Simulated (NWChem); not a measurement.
A series in which one site is exchanged, each optimised at PBE0/def2-SVP with NWChem, gas phase unless a solvent is named. All stand in one matching conformer (torsions within 35°), which need not be the lowest. This build's default masses of Se (78.918 u) and Br (79.917 u) are each other's, which moves their modes by up to 0.6 %.

A: C=C(F)C(F)F (C3H3F3; site = F)
B: C=C(Cl)C(F)F (C3H3ClF2; site = Cl)
C: C(C=C)(F)F (C$_{3}$H$_{4}$F$_{2}$; site = H)
D: FC(C(=C)Br)F (C3H3BrF2; site = Br)

Problem. Rank them by lowest singlet excitation, PBE/def2-SVPD, TDA (eV), lowest first.

Solution. D (5.45), B (6.02), C (6.59), A (6.92)
